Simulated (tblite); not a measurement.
Compound: C4H14Si2.
Z-matrix (Å and degrees, GFN2-xTB geometry), rows numbered from 1:
```
C 
C   1  1.5238
C   2  1.5321  1  113.18
Si  3  1.9063  2  110.11  1  -171.29
Si  3  1.9112  2  113.56  1    61.29
C   5  1.8970  3  110.43  2    50.03
H   1  1.0872  2  110.89  3   -65.47
H   1  1.0885  2  110.53  3   174.30
H   1  1.0884  2  110.30  3    54.48
H   2  1.0926  1  109.32  3   122.42
H   2  1.0946  1  108.36  3  -121.30
H   3  1.0961  2  107.27  1   -55.95
H   4  1.4673  3  109.15  2    54.70
H   4  1.4631  3  110.10  2   174.32
H   4  1.4654  3  110.61  2   -64.35
H   5  1.4725  3  111.37  2   -71.49
H   5  1.4698  3  108.89  2   170.36
H   6  1.0861  5  111.23  3    55.54
H   6  1.0861  5  111.85  3   -64.96
H   6  1.0856  5  110.76  3   175.26
```

Calculated harmonic vibrations of the isolated species, GFN2-xTB (tblite), most abundant isotopes, no scaling. The method is semi-empirical: single wavenumbers can be off by several per cent or more. Modes of hydrogen on silicon can be 10 to 20 % off. One conformer, not necessarily the lowest.

Harmonic wavenumbers (cm⁻¹): 54.5, 91.2, 112.8, 123.2, 149.4, 189.9, 200.7, 238.7, 334.7, 360.7, 467.5, 507.6, 532.5, 569.8, 631.2, 686.3, 758.4, 782.8, 791.8, 797.9, 806.6, 813.8, 826.3, 842.1, 863.5, 956.1, 1048.5, 1081.4, 1116.5, 1139.3, 1241.4, 1297.6, 1350.0, 1372.6, 1413.9, 1489.3, 1493.7, 1503.1, 1504.1, 1509.2, 2177.9, 2207.7, 2228.2, 2242.8, 2263.3, 2906.9, 2936.3, 2969.5, 3021.1, 3025.6, 3036.8, 3037.9, 3038.5, 3046.1.

A = 2077, B = 1748, C = 1167 MHz; mass 118.063 u (most abundant isotopes); point group C1, symmetry number 1.

Q: Zero-point energy?

A: ½Σν̃ = 35095 cm⁻¹ = 100.34 kcal/mol.

Q: Entropy at 273.15 K, 1 bar (ideal gas, RRHO, classical rotation)?

A: Translation 39.80, rotation 28.46, vibration 28.51: S = 96.8 cal/(mol K).

Q: And Cp and H(273.15 K) − H(0)?

A: Cp = 38.60 cal/(mol K), of which vibrations give 30.65 (their classical limit is 54 R = 107.3); H(273.15 K) − H(0) = 6.39 kcal/mol without the zero-point energy, 4.22 from vibrations.

Q: What must be added to the electronic energy to get the Gibbs energy at 273.15 K and 1 bar?

A: ZPE + [H(273.15 K) − H(0)] − T·S = 100.34 + 6.39 − 26.43 = 80.30 kcal/mol.

Q: Which modes carry the vibrational entropy at 273.15 K?

A: 54.5 cm⁻¹: 4.47; 91.2 cm⁻¹: 3.46; 112.8 cm⁻¹: 3.05; 123.2 cm⁻¹: 2.88; 149.4 cm⁻¹: 2.51; 189.9 cm⁻¹: 2.07 cal/(mol K); the other 48 give 10.06 together.

Q: How do the functions run with temperature in this model?

A: 
```tsv
T (K)	S (cal/(mol K))	Cp (cal/(mol K))	H − H(0) (kcal/mol)	G − H(0) (kcal/mol)	ln q(vib)
100	69.0	20.0	1.34	-5.56	1.63
200	86.1	30.5	3.87	-13.35	4.48
300	100.5	41.5	7.47	-22.69	7.33
500	126.3	60.0	17.72	-45.43	12.95
800	158.8	78.2	38.66	-88.36	20.93
1000	177.2	86.4	55.17	-121.99	25.84
```

q(vib) and H(0) count from the zero-point level.

Hindered rotation and anharmonicity are outside this model. Other conformers, if any are populated, would add a mixing term that is left out. The structure is chiral; the term R ln 2 for an equal mix with its mirror image is left out.

The run took 1.3 s wall on an Arm Neoverse N1 with one thread, no GPU (shared host). This covers the Hessian and the dipole derivatives.
